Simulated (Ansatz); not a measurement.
# Molecular dynamics of FH8N3OTi

Input:

```yaml
crystal:
  periodic: [false, false, false]
  atoms:
    - { symbol: Ti, position_ang: [0.057462, -0.207281, 0.017717] }
    - { symbol: O, position_ang: [-0.072183, -0.15947, 2.009341] }
    - { symbol: H, position_ang: [-0.754737, 0.080884, 2.613245] }
    - { symbol: "N", position_ang: [1.783258, 0.049782, -0.64945] }
    - { symbol: H, position_ang: [2.515362, -0.603825, -0.433775] }
    - { symbol: H, position_ang: [2.043242, 0.642964, -1.415007] }
    - { symbol: "N", position_ang: [-0.765039, 1.375519, -0.525793] }
    - { symbol: H, position_ang: [-1.730053, 1.470698, -0.786161] }
    - { symbol: H, position_ang: [-0.307277, 2.2693, -0.556391] }
    - { symbol: "N", position_ang: [-1.073854, -1.432661, -0.831617] }
    - { symbol: H, position_ang: [-0.946472, -2.418393, -0.683994] }
    - { symbol: H, position_ang: [-1.618288, -1.262973, -1.656677] }
    - { symbol: F, position_ang: [0.856457, -1.928525, 1.123184] }
    - { symbol: H, position_ang: [0.421023, -1.23582, 1.886482] }
basis:
  gaussian: { orbitals: def2-SVP }
hamiltonian:
  xc: hf
md:
  timestep: 0.5
  n_steps: 200
  ensemble: nve
  temperature: 300.0
  initial_velocities: maxwell_boltzmann
  seed: 11487
```

Command:

```bash
$ ansatz run input.yaml --threads 4 --pin off --max-ram 5120MiB --backend cpu --events-out ev --progress --plain --runs-dir out
```

It starts at the highest image of a converged band, a first-order saddle point between two minima.

Output, in part (one step line in 3, the closing report, with atoms numbered from 0):

```
md step     0: t =     0.00 fs  T =   300.0 K  F+E_penalty+E_count = -32393.61474137 eV  E_kin = 0.465336 eV  conserved = -32393.14940537 eV  (41 SCF iters)
md step     3: t =     1.50 fs  T =   234.8 K  F+E_penalty+E_count = -32393.51058857 eV  E_kin = 0.364132 eV  conserved = -32393.14645643 eV  (43 SCF iters)
md step     6: t =     3.00 fs  T =   215.8 K  F+E_penalty+E_count = -32393.48224758 eV  E_kin = 0.334792 eV  conserved = -32393.14745602 eV  (44 SCF iters)
md step     9: t =     4.50 fs  T =   204.1 K  F+E_penalty+E_count = -32393.46467327 eV  E_kin = 0.316603 eV  conserved = -32393.14807001 eV  (43 SCF iters)
md step    12: t =     6.00 fs  T =   154.0 K  F+E_penalty+E_count = -32393.38464474 eV  E_kin = 0.238823 eV  conserved = -32393.14582169 eV  (44 SCF iters)
md step    15: t =     7.50 fs  T =   204.4 K  F+E_penalty+E_count = -32393.46492155 eV  E_kin = 0.317121 eV  conserved = -32393.14780071 eV  (43 SCF iters)
md step    18: t =     9.00 fs  T =   224.4 K  F+E_penalty+E_count = -32393.49683780 eV  E_kin = 0.347994 eV  conserved = -32393.14884370 eV  (43 SCF iters)
md step    21: t =    10.50 fs  T =   165.8 K  F+E_penalty+E_count = -32393.40307516 eV  E_kin = 0.257156 eV  conserved = -32393.14591923 eV  (43 SCF iters)
md step    24: t =    12.00 fs  T =   205.5 K  F+E_penalty+E_count = -32393.46692828 eV  E_kin = 0.318681 eV  conserved = -32393.14824744 eV  (43 SCF iters)
md step    27: t =    13.50 fs  T =   212.0 K  F+E_penalty+E_count = -32393.47702524 eV  E_kin = 0.328816 eV  conserved = -32393.14820953 eV  (42 SCF iters)
md step    30: t =    15.00 fs  T =   164.5 K  F+E_penalty+E_count = -32393.40187592 eV  E_kin = 0.255139 eV  conserved = -32393.14673708 eV  (44 SCF iters)
md step    33: t =    16.50 fs  T =   165.7 K  F+E_penalty+E_count = -32393.40425618 eV  E_kin = 0.256951 eV  conserved = -32393.14730546 eV  (43 SCF iters)
md step    36: t =    18.00 fs  T =   190.0 K  F+E_penalty+E_count = -32393.44224510 eV  E_kin = 0.294746 eV  conserved = -32393.14749864 eV  (43 SCF iters)
md step    39: t =    19.50 fs  T =   222.1 K  F+E_penalty+E_count = -32393.49264063 eV  E_kin = 0.344526 eV  conserved = -32393.14811485 eV  (43 SCF iters)
md step    42: t =    21.00 fs  T =   215.3 K  F+E_penalty+E_count = -32393.48217381 eV  E_kin = 0.333925 eV  conserved = -32393.14824922 eV  (44 SCF iters)
md step    45: t =    22.50 fs  T =   205.4 K  F+E_penalty+E_count = -32393.46585200 eV  E_kin = 0.318583 eV  conserved = -32393.14726866 eV  (45 SCF iters)
md step    48: t =    24.00 fs  T =   234.0 K  F+E_penalty+E_count = -32393.51137351 eV  E_kin = 0.362892 eV  conserved = -32393.14848115 eV  (42 SCF iters)
md step    51: t =    25.50 fs  T =   220.4 K  F+E_penalty+E_count = -32393.48896895 eV  E_kin = 0.341819 eV  conserved = -32393.14715041 eV  (43 SCF iters)
md step    54: t =    27.00 fs  T =   237.6 K  F+E_penalty+E_count = -32393.51586428 eV  E_kin = 0.368507 eV  conserved = -32393.14735725 eV  (44 SCF iters)
md step    57: t =    28.50 fs  T =   289.5 K  F+E_penalty+E_count = -32393.59739008 eV  E_kin = 0.449001 eV  conserved = -32393.14838892 eV  (42 SCF iters)
md step    60: t =    30.00 fs  T =   297.2 K  F+E_penalty+E_count = -32393.60909159 eV  E_kin = 0.460941 eV  conserved = -32393.14815107 eV  (42 SCF iters)
md step    63: t =    31.50 fs  T =   295.2 K  F+E_penalty+E_count = -32393.60598373 eV  E_kin = 0.457895 eV  conserved = -32393.14808911 eV  (42 SCF iters)
md step    66: t =    33.00 fs  T =   297.9 K  F+E_penalty+E_count = -32393.61011783 eV  E_kin = 0.462080 eV  conserved = -32393.14803752 eV  (42 SCF iters)
md step    69: t =    34.50 fs  T =   270.8 K  F+E_penalty+E_count = -32393.56779411 eV  E_kin = 0.420008 eV  conserved = -32393.14778602 eV  (42 SCF iters)
md step    72: t =    36.00 fs  T =   253.0 K  F+E_penalty+E_count = -32393.53926089 eV  E_kin = 0.392384 eV  conserved = -32393.14687729 eV  (43 SCF iters)
md step    75: t =    37.50 fs  T =   287.9 K  F+E_penalty+E_count = -32393.59566189 eV  E_kin = 0.446515 eV  conserved = -32393.14914652 eV  (42 SCF iters)
md step    78: t =    39.00 fs  T =   264.5 K  F+E_penalty+E_count = -32393.55746205 eV  E_kin = 0.410241 eV  conserved = -32393.14722142 eV  (42 SCF iters)
md step    81: t =    40.50 fs  T =   267.7 K  F+E_penalty+E_count = -32393.56382253 eV  E_kin = 0.415197 eV  conserved = -32393.14862568 eV  (42 SCF iters)
md step    84: t =    42.00 fs  T =   257.8 K  F+E_penalty+E_count = -32393.54781022 eV  E_kin = 0.399861 eV  conserved = -32393.14794950 eV  (42 SCF iters)
md step    87: t =    43.50 fs  T =   225.8 K  F+E_penalty+E_count = -32393.49776044 eV  E_kin = 0.350300 eV  conserved = -32393.14746085 eV  (43 SCF iters)
md step    90: t =    45.00 fs  T =   227.4 K  F+E_penalty+E_count = -32393.50001395 eV  E_kin = 0.352661 eV  conserved = -32393.14735288 eV  (42 SCF iters)
md step    93: t =    46.50 fs  T =   243.7 K  F+E_penalty+E_count = -32393.52740694 eV  E_kin = 0.378052 eV  conserved = -32393.14935496 eV  (42 SCF iters)
md step    96: t =    48.00 fs  T =   225.6 K  F+E_penalty+E_count = -32393.49684242 eV  E_kin = 0.349962 eV  conserved = -32393.14688073 eV  (43 SCF iters)
md step    99: t =    49.50 fs  T =   268.0 K  F+E_penalty+E_count = -32393.56492329 eV  E_kin = 0.415756 eV  conserved = -32393.14916750 eV  (43 SCF iters)
md step   102: t =    51.00 fs  T =   243.0 K  F+E_penalty+E_count = -32393.52408361 eV  E_kin = 0.376920 eV  conserved = -32393.14716366 eV  (42 SCF iters)
md step   105: t =    52.50 fs  T =   257.8 K  F+E_penalty+E_count = -32393.54743485 eV  E_kin = 0.399939 eV  conserved = -32393.14749601 eV  (44 SCF iters)
md step   108: t =    54.00 fs  T =   287.6 K  F+E_penalty+E_count = -32393.59574788 eV  E_kin = 0.446127 eV  conserved = -32393.14962063 eV  (42 SCF iters)
md step   111: t =    55.50 fs  T =   244.0 K  F+E_penalty+E_count = -32393.52445730 eV  E_kin = 0.378493 eV  conserved = -32393.14596380 eV  (43 SCF iters)
md step   114: t =    57.00 fs  T =   303.9 K  F+E_penalty+E_count = -32393.62119356 eV  E_kin = 0.471329 eV  conserved = -32393.14986437 eV  (42 SCF iters)
md step   117: t =    58.50 fs  T =   285.6 K  F+E_penalty+E_count = -32393.59044746 eV  E_kin = 0.442946 eV  conserved = -32393.14750169 eV  (43 SCF iters)
md step   120: t =    60.00 fs  T =   285.5 K  F+E_penalty+E_count = -32393.58934954 eV  E_kin = 0.442840 eV  conserved = -32393.14650996 eV  (42 SCF iters)
md step   123: t =    61.50 fs  T =   365.5 K  F+E_penalty+E_count = -32393.71695468 eV  E_kin = 0.566903 eV  conserved = -32393.15005180 eV  (42 SCF iters)
md step   126: t =    63.00 fs  T =   317.4 K  F+E_penalty+E_count = -32393.63904287 eV  E_kin = 0.492274 eV  conserved = -32393.14676903 eV  (42 SCF iters)
md step   129: t =    64.50 fs  T =   343.8 K  F+E_penalty+E_count = -32393.68204923 eV  E_kin = 0.533208 eV  conserved = -32393.14884143 eV  (42 SCF iters)
md step   132: t =    66.00 fs  T =   355.7 K  F+E_penalty+E_count = -32393.70072896 eV  E_kin = 0.551795 eV  conserved = -32393.14893435 eV  (44 SCF iters)
md step   135: t =    67.50 fs  T =   295.4 K  F+E_penalty+E_count = -32393.60409871 eV  E_kin = 0.458161 eV  conserved = -32393.14593784 eV  (44 SCF iters)
md step   138: t =    69.00 fs  T =   363.7 K  F+E_penalty+E_count = -32393.71264138 eV  E_kin = 0.564172 eV  conserved = -32393.14846975 eV  (43 SCF iters)
md step   141: t =    70.50 fs  T =   377.2 K  F+E_penalty+E_count = -32393.73489858 eV  E_kin = 0.585087 eV  conserved = -32393.14981169 eV  (43 SCF iters)
md step   144: t =    72.00 fs  T =   318.7 K  F+E_penalty+E_count = -32393.63995180 eV  E_kin = 0.494328 eV  conserved = -32393.14562340 eV  (44 SCF iters)
md step   147: t =    73.50 fs  T =   377.2 K  F+E_penalty+E_count = -32393.73576088 eV  E_kin = 0.585033 eV  conserved = -32393.15072817 eV  (43 SCF iters)
md step   150: t =    75.00 fs  T =   282.3 K  F+E_penalty+E_count = -32393.58435075 eV  E_kin = 0.437824 eV  conserved = -32393.14652704 eV  (44 SCF iters)
md step   153: t =    76.50 fs  T =   266.6 K  F+E_penalty+E_count = -32393.55988108 eV  E_kin = 0.413486 eV  conserved = -32393.14639519 eV  (44 SCF iters)
md step   156: t =    78.00 fs  T =   340.4 K  F+E_penalty+E_count = -32393.67863312 eV  E_kin = 0.528078 eV  conserved = -32393.15055514 eV  (43 SCF iters)
md step   159: t =    79.50 fs  T =   269.1 K  F+E_penalty+E_count = -32393.56286779 eV  E_kin = 0.417364 eV  conserved = -32393.14550398 eV  (44 SCF iters)
md step   162: t =    81.00 fs  T =   329.0 K  F+E_penalty+E_count = -32393.65986280 eV  E_kin = 0.510267 eV  conserved = -32393.14959586 eV  (44 SCF iters)
md step   165: t =    82.50 fs  T =   326.2 K  F+E_penalty+E_count = -32393.65492227 eV  E_kin = 0.506014 eV  conserved = -32393.14890793 eV  (43 SCF iters)
md step   168: t =    84.00 fs  T =   243.2 K  F+E_penalty+E_count = -32393.52281342 eV  E_kin = 0.377254 eV  conserved = -32393.14555957 eV  (44 SCF iters)
md step   171: t =    85.50 fs  T =   310.1 K  F+E_penalty+E_count = -32393.62994192 eV  E_kin = 0.481056 eV  conserved = -32393.14888566 eV  (44 SCF iters)
md step   174: t =    87.00 fs  T =   300.5 K  F+E_penalty+E_count = -32393.61526319 eV  E_kin = 0.466062 eV  conserved = -32393.14920071 eV  (43 SCF iters)
md step   177: t =    88.50 fs  T =   262.7 K  F+E_penalty+E_count = -32393.55299766 eV  E_kin = 0.407424 eV  conserved = -32393.14557359 eV  (44 SCF iters)
md step   180: t =    90.00 fs  T =   357.1 K  F+E_penalty+E_count = -32393.70492582 eV  E_kin = 0.553916 eV  conserved = -32393.15100984 eV  (43 SCF iters)
md step   183: t =    91.50 fs  T =   279.3 K  F+E_penalty+E_count = -32393.57934954 eV  E_kin = 0.433153 eV  conserved = -32393.14619645 eV  (43 SCF iters)
md step   186: t =    93.00 fs  T =   295.5 K  F+E_penalty+E_count = -32393.60565599 eV  E_kin = 0.458419 eV  conserved = -32393.14723725 eV  (44 SCF iters)
md step   189: t =    94.50 fs  T =   342.2 K  F+E_penalty+E_count = -32393.68152147 eV  E_kin = 0.530731 eV  conserved = -32393.15079097 eV  (42 SCF iters)
md step   192: t =    96.00 fs  T =   250.2 K  F+E_penalty+E_count = -32393.53272721 eV  E_kin = 0.388088 eV  conserved = -32393.14463894 eV  (43 SCF iters)
md step   195: t =    97.50 fs  T =   331.4 K  F+E_penalty+E_count = -32393.66433109 eV  E_kin = 0.513967 eV  conserved = -32393.15036392 eV  (43 SCF iters)
md step   198: t =    99.00 fs  T =   311.9 K  F+E_penalty+E_count = -32393.63158673 eV  E_kin = 0.483723 eV  conserved = -32393.14786397 eV  (42 SCF iters)
md step   200: t =   100.00 fs  T =   275.2 K  F+E_penalty+E_count = -32393.57260961 eV  E_kin = 0.426814 eV  conserved = -32393.14579545 eV  (42 SCF iters)
Total energy: -32393.57260961 eV, -1190.4418362509 hartree
Atom 0 at    -0.069876     0.031410    -0.080063 Å, force     0.514845    -0.863770     0.741859 eV/Å
Atom 1 at    -0.021479    -0.203798     1.717142 Å, force    -0.544475     0.258377     1.928052 eV/Å
Atom 2 at    -0.077065     0.119778     2.627625 Å, force     0.100612    -0.333420    -1.494665 eV/Å
Atom 3 at     1.733193     0.004559    -0.504461 Å, force    -0.380452     1.552540    -1.448012 eV/Å
Atom 4 at     2.371388    -0.690316    -0.242858 Å, force     0.762901    -1.087390     0.554127 eV/Å
Atom 5 at     2.210326     0.720487    -1.044633 Å, force    -0.301618    -0.388567     0.270968 eV/Å
Atom 6 at    -0.849895     1.629249    -0.596949 Å, force    -0.273703     0.436225    -0.354455 eV/Å
Atom 7 at    -1.090304     1.729589    -1.575196 Å, force    -0.151322     0.205777     0.353942 eV/Å
Atom 8 at    -1.141124     2.424103    -0.048592 Å, force     0.109322    -0.142349    -0.293074 eV/Å
Atom 9 at    -1.008503    -1.469108    -0.741988 Å, force    -0.449781     1.145019     0.297261 eV/Å
Atom 10 at    -0.622841    -2.320867    -1.032541 Å, force     0.816224    -1.070835    -0.544153 eV/Å
Atom 11 at    -1.898191    -1.688324    -0.333377 Å, force    -0.289754     0.184170     0.002402 eV/Å
Atom 12 at     1.147583    -2.593014     1.434878 Å, force    -1.813241     2.283385     1.118663 eV/Å
Atom 13 at     0.592470    -1.849640     1.752214 Å, force     1.900442    -2.179163    -1.132915 eV/Å
Dipole moment:    -0.286327     0.659382     0.070159 e Å
```

The run went to its last step. The conserved energy stayed within 0.36 meV per atom of its start (net change 0.26 meV per atom), so the integration is sound. A run of 0.1 ps of so small a system gives no equilibrium averages. The orbitals stay closed-shell, which can raise the energy where a bond breaks towards radicals; this wasn't checked here.

Between its relaxed ends the band would form Ti1–F13, O2–H14 and break Ti1–O2, F13–H14. These pairs go: Ti1–F13 2.20 → 3.27 Å, O2–H14 1.19 → 1.76 Å, Ti1–O2 2.00 → 1.81 Å, F13–H14 1.12 → 0.98 Å. In the last frame they stand as before the step (other bonds may differ from the relaxed reactants and products). Also parted: Ti1–H14 2.16 → 2.71 Å. It ends as FH + H7N3OTi. Pairs count as bonded within 1.25 times the sum of covalent radii (0.12 Å more for H–H).

Last frame:

```xyz
14
Properties=species:S:1:pos:R:3
Ti -0.070 0.031 -0.080
O -0.021 -0.204 1.717
H -0.077 0.120 2.628
N 1.733 0.005 -0.504
H 2.371 -0.690 -0.243
H 2.210 0.721 -1.045
N -0.850 1.629 -0.597
H -1.090 1.730 -1.575
H -1.141 2.424 -0.049
N -1.008 -1.469 -0.742
H -0.623 -2.321 -1.032
H -1.898 -1.688 -0.333
F 1.148 -2.593 1.435
H 0.593 -1.850 1.752
```

Time of the run: 6.5 min on 4 threads of Arm Neoverse V1, on a shared host, peak memory 0.43 GiB.
